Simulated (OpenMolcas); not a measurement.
Computed transition rates of Ar⁴⁺

```yaml
Program: OpenMolcas 26.06
Method: RASSCF
Basis: ANO-RCC [8s7p5d4f2g]
Scalar_Hamiltonian: DKH2, point nucleus
Active_space: 4 electrons in 9 orbitals (RAS2 3s 3p; RAS3 3d, at most 2 electrons)
State_averaging: 2S+1 = 3 even, 6 roots; 2S+1 = 1 even, 12 roots; 2S+1 = 5 odd, 1 root; 2S+1 = 3 odd, 9 roots; 2S+1 = 1 odd, 8 roots
Spin-orbit_coupling: RASSI with atomic mean-field integrals over the reference wave functions, term energies averaged over their components
```

Rates come from the transition moments of the reference wave functions (E1 and E2 in the length form). At fixed line strength A goes as λ^-3 for E1 and M1 and as λ^-5 for E2, so a rate at the computed wavelength can be rescaled to the measured one. Measured vacuum wavelengths follow from level energies in Saloman, J. Phys. Chem. Ref. Data 39, 033101 (2010). Branching counts decays inside the model space alone, at computed energies, and the table is only a selection of the E2 and M1 lines, drawn from those between levels with measured partners whose computed energy lies within a factor of 1.5 of the measured one.

```tsv
Upper	Lower	Type	λ computed (nm)	λ measured (nm)	A computed (s-1)	A rescaled (s-1)	Branching %
3s² 3p² ³P₁	3s² 3p² ³P₀	M1	14850	13100	5.51e-03	8.03e-03	100.0
3s² 3p² ³P₂	3s² 3p² ³P₁	M1	8610	7902	2.12e-02	2.74e-02	100.0
3s² 3p² ¹D₂	3s² 3p² ³P₂	M1	592.4	700.8	4.96e-01		70.8
3s² 3p² ¹D₂	3s² 3p² ³P₁	M1	554.3	643.7	2.02e-01		28.9
3s² 3p² ¹S₀	3s² 3p² ¹D₂	E2	439.5	462.7	4.32e+00	3.34e+00	40.5
3s² 3p² ¹S₀	3s² 3p² ³P₂	E2	252.3	278.7	6.36e-02		0.6
3s² 3p² ¹S₀	3s² 3p² ³P₁	M1	245.1	269.2	6.29e+00		58.9
```

Spin-changing lines and M1 lines between different terms are not rescaled, since their strength hangs on the term gaps too.

The largest correction is for 3s² 3p² ³P₁ → 3s² 3p² ³P₀ (M1): 5.51e-03 × (14850 / 13100)^3 = 8.03e-03 s-1, a factor of 1.46.

No measured rate stands beside these. Rescaling mends the energy factor alone: line strengths can still be far off where a level mixes with configurations outside the active space, and weak or spin-changing lines hang on small mixing coefficients that depend on the term gaps too, so rescaling need not improve them.

Active for correlation alone: 3d; no level in the range computed is led by a configuration that fills it, so any true level of that kind is missing. Computed and measured levels are paired by configuration, term and J; levels that our copy of the source lacks, or whose pairing is in doubt (as where it misses far off the trend of its configuration), stay unpaired. Levels of configurations outside the active space are missing.
